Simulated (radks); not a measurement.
Task: All-electron atom: Mg in [Ne] 3s2. All-electron calculation, non-relativistic Kohn-Sham, Slater X-alpha with alpha = 0.907, spin-polarised, spherical densities, point nucleus. Program: a radial shooting solver on a logarithmic mesh with Libxc functionals. Some entries of the table are withheld. Estimate them.

orbital,occ.,eigenvalue (hartree),r(max) (bohr)
1s,2,(1),(2)
2s,2,(3),0.5426
2p,6,-1.92462,(4)
3s,2,(5),2.422

Result: 
(1) 1s eigenvalue (hartree): -47.00357
(2) 1s r(max) (bohr): 0.08515
(3) 2s eigenvalue (hartree): -3.12370
(4) 2p r(max) (bohr): 0.4694
(5) 3s eigenvalue (hartree): -0.19446
